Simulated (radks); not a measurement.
All-electron atom: Rh+ in [Kr] 4d6 5p2 (not the ground configuration).

All-electron calculation, Dirac Kohn-Sham, PBE, spin-unpolarised, spherical densities, finite nucleus; open shells are shared between the two j in proportion to 2j + 1; Fermi nuclear charge, rms radius 4.4945 fm. Program: a radial shooting solver on a logarithmic mesh with Libxc functionals.

Energy parts (eV):
| part | energy |
|---|---|
| total | -130176.998 |
| kinetic | 135712.967 |
| electron-nucleus | -314355.713 |
| Hartree | 52222.691 |
| exchange-correlation | -3756.942 |

Orbitals (lengths in bohr, moments of r in powers of bohr):
orbital      occ.  eigenvalue (eV)      <r>      <r^4>  small-component weight
1s1/2           2        -23044.63  0.03263  5.367e-06                2.71e-02
2s1/2           2        -3356.955   0.1416  0.0009678                5.62e-03
2p1/2           2        -3109.543   0.1203  0.0006352                5.63e-03
2p3/2           4        -2964.935   0.1252  0.0007234                5.42e-03
3s1/2           2        -615.8644   0.3904    0.04692                1.55e-03
3p1/2           2        -519.0408   0.3830    0.04724                1.50e-03
3p3/2           4        -494.1569   0.3937    0.05249                1.44e-03
3d3/2           4        -322.7886   0.3683    0.04993                1.33e-03
3d5/2           6        -317.8802   0.3717    0.05164                1.31e-03
4s1/2           2        -101.1841   0.9733      1.723                3.83e-04
4p1/2           2         -71.5226    1.047      2.450                3.32e-04
4p3/2           4         -67.5165    1.075      2.736                3.17e-04
4d3/2         2.4         -22.8083    1.393      10.06                1.96e-04
4d5/2         3.6         -22.3328    1.408      10.52                1.92e-04
5p1/2    0.666667          -9.5417    3.271      231.6                3.85e-05
5p3/2     1.33333          -9.1915    3.359      256.2                3.66e-05

The highest occupied level is 5p3/2 at -9.191 eV. The density falls to 0.001 e/bohr^3 at r = 4.69 bohr.
